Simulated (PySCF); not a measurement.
Mass spectrum arithmetic for RuO4

Species: `[O]=[Ru](=[O])(=[O])=[O]`.

Calculated for natural abundance.

**Question.** Find the molar and monoisotopic masses of RuO4.

**Answer.** For RuO4, with standard atomic weights, 1 × 101.070 + 4 × 15.999 = 165.066 g/mol. From the most abundant isotopes (102Ru, 16O), 1 × 101.904349 + 4 × 15.994915 = 165.8840 u.

**Question.** What cluster does the molecular ion M+• show when like nominal masses merge?

**Answer.** 
```json
{"nominal mass": "160", "m/z (centroid)": "159.8867", "relative intensity": "17.5"}
{"nominal mass": "162", "m/z (centroid)": "161.8846", "relative intensity": "6.0"}
{"nominal mass": "163", "m/z (centroid)": "162.8851", "relative intensity": "40.3"}
{"nominal mass": "164", "m/z (centroid)": "163.8833", "relative intensity": "39.9"}
{"nominal mass": "165", "m/z (centroid)": "164.8847", "relative intensity": "54.2"}
{"nominal mass": "166", "m/z (centroid)": "165.8835", "relative intensity": "100.0"}
{"nominal mass": "167", "m/z (centroid)": "166.8886", "relative intensity": "0.6"}
{"nominal mass": "168", "m/z (centroid)": "167.8846", "relative intensity": "59.6"}
{"nominal mass": "170", "m/z (centroid)": "169.8888", "relative intensity": "0.5"}
```

Lines under 0.1 % of the tallest are left out. One electron mass, 0.00055 u, is taken off. Abundances used (%; other tables differ somewhat): 96Ru 5.54, 98Ru 1.87, 99Ru 12.76, 100Ru 12.6, 101Ru 17.06, 102Ru 31.55, 104Ru 18.62; 16O 99.757, 17O 0.038, 18O 0.205.

**Question.** List the species in which a single atom is changed from its most abundant isotope.

**Answer.** Intensity in % of the monoisotopic species:

```tsv
isotope	mass shift (u)	m/z	intensity (%)
96Ru	-5.99675	159.8867	17.56
98Ru	-3.99906	161.8844	5.93
99Ru	-2.99841	162.8850	40.44
100Ru	-2.00013	163.8833	39.94
101Ru	-0.99877	164.8847	54.07
17O	+1.00422	166.8877	0.15
104Ru	+2.00108	167.8845	59.02
18O	+2.00425	167.8877	0.82
```

Species under 0.02 % are left out.

**Question.** What resolving power m/Δm just matches the spacing of the species with one 104Ru and with one 18O?

**Answer.** They lie 0.00316 u apart at mass 167.89, so m/Δm is about 53000.

**Question.** Which m/z would the protonated and sodiated molecule have?

**Answer.** [M+H]+ 166.8913, [M+Na]+ 188.8732, for the monoisotopic species (arithmetic only; whether such ions form is another matter).
